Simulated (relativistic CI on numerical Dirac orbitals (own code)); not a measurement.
Crystal-field levels of Er2+, 4f12

Calculated by Dirac-Coulomb-Breit CI, separate exchange-only KLI orbitals for each configuration, model QED (radiative potential, 1s self-energy scaled to tabulated hydrogen-like ionisation energies), valence Slater integrals scaled by 0.85, one configuration in a parametric crystal field (own radial code).

Field parameters in Wybourne normalisation; cubic f-shell fields have B⁴₄ = √(5/14) B⁴₀ and B⁶₄ = −√(7/2) B⁶₀. The field is a parameter set, without covalency.

S and J are read from ⟨S²⟩ = S(S + 1) and ⟨J²⟩ = J(J + 1) of each level; they are not fictitious spins.

D3h, B20 = 580, B40 = -430, B60 = -170, B66 = 310 cm⁻¹, the lowest 10 levels:

| E (cm⁻¹) | Degeneracy | S | J |
| --- | --- | --- | --- |
| 0.0 | 1 | 1.00 | 6.00 |
| 25.6 | 2 | 1.00 | 6.00 |
| 89.9 | 2 | 1.00 | 6.00 |
| 140 | 1 | 1.00 | 6.00 |
| 235 | 1 | 0.99 | 6.00 |
| 266 | 2 | 0.99 | 6.00 |
| 298 | 2 | 1.00 | 6.00 |
| 341 | 1 | 1.00 | 6.00 |
| 343 | 1 | 1.00 | 6.00 |
| 5309 | 2 | 0.75 | 4.00 |

D3h, B20 = 310, B40 = -300, B60 = 130, B66 = -50 cm⁻¹, the lowest 16 levels:

| E (cm⁻¹) | Degeneracy | S | J |
| --- | --- | --- | --- |
| 0.0 | 1 | 1.00 | 6.00 |
| 4.9 | 2 | 1.00 | 6.00 |
| 22.9 | 2 | 1.00 | 6.00 |
| 54.9 | 1 | 1.00 | 6.00 |
| 70.4 | 1 | 1.00 | 6.00 |
| 124 | 2 | 1.00 | 6.00 |
| 144 | 1 | 1.00 | 6.00 |
| 144 | 1 | 1.00 | 6.00 |
| 178 | 2 | 1.00 | 6.00 |
| 5221 | 1 | 0.74 | 4.00 |
| 5237 | 2 | 0.75 | 4.00 |
| 5250 | 2 | 0.74 | 4.00 |
| 5283 | 1 | 0.75 | 4.00 |
| 5296 | 1 | 0.75 | 4.00 |
| 5299 | 2 | 0.75 | 4.00 |
| 6901 | 1 | 1.00 | 5.00 |

C2v, B20 = 130, B22 = 220, B40 = 570, B42 = 170, B44 = 470, B60 = -330, B62 = -220, B64 = 90, B66 = 380 cm⁻¹, the lowest 16 levels:

```csv
E (cm⁻¹),Degeneracy,S,J
0.0,1,1.00,6.00
0.1,1,1.00,6.00
1.3,1,1.00,6.00
1.4,1,1.00,6.00
105,1,1.00,6.00
146,1,1.00,6.00
156,1,1.00,6.00
173,1,0.99,6.00
220,1,1.00,6.00
275,1,1.00,6.00
282,1,1.00,6.00
312,1,1.00,6.00
319,1,1.00,6.00
5197,1,0.74,4.00
5224,1,0.74,4.00
5242,1,0.74,4.01
```

D3d, B20 = -300, B40 = -220, B43 = -1180, B60 = -270, B63 = 160, B66 = -470 cm⁻¹, the lowest 16 levels:

```tsv
E (cm⁻¹)	Degeneracy	Irrep	S	J
0.0	1	A1	1.00	6.00
30.6	2	E	1.00	6.00
38.7	1	A2	0.99	6.00
86.2	2	E	1.00	6.00
140	1	A1	1.00	6.00
375	2	E	0.99	6.00
384	1	A1	0.99	6.00
394	2	E	0.99	6.00
415	1	A2	0.99	6.00
5233	1	A1	0.74	4.01
5240	2	E	0.74	4.00
5341	2	E	0.74	4.01
5369	1	A2	0.75	4.01
5556	2	E	0.75	4.01
5689	1	A1	0.76	4.00
6945	2	E	1.00	5.00
```

Oh, B40 = 860, B60 = 210 cm⁻¹, the lowest 10 levels:

```csv
E (cm⁻¹),Degeneracy,Irrep,S,J
0.0,1,A1,1.00,6.00
41.0,3,T1,1.00,6.00
81.2,3,T2,1.00,6.00
122,1,A2,1.00,6.00
279,3,T2,0.99,6.00
293,2,E,0.99,6.00
5177,3,T2,0.74,4.00
5400,1,A1,0.74,4.00
5402,3,T1,0.75,4.01
5410,2,E,0.75,4.00
```

The next free-ion level lies 5181 cm⁻¹ above the lowest; the field splits the ground level into components whose J stays near 6 as long as their spread is small against that gap.

Levels of this model without a field, named by their leading LS term: 3H_6 0, 3F_4 5181, 3H_5 6898, 3H_4 10810, 3F_3 13101, 3F_2 14000, 1G_4 17737, 1D_2 26672 cm⁻¹.
